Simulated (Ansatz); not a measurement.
`Cl[SiH2][S][GeH2][Cl]`, charge 0, multiplicity 1.

Q: Give a relaxed structure at PBE0-D4/def2-TZVP (Ansatz). (Best estimate.)

A: The calculation gave: 
```xyz
9

Cl    1.5174   -1.8863   -0.7319
Si    1.0073    0.0110   -1.3309
S     0.7044    1.3132    0.3202
Ge   -0.8769    0.2169    1.4205
Cl   -2.5727   -0.1115    0.1362
H    -0.2083   -0.1136   -2.1597
H     2.1386    0.5927   -2.0840
H    -0.3947   -1.1630    1.8704
H    -1.3150    1.1405    2.5591
```
This is one stationary point; other conformers may exist.
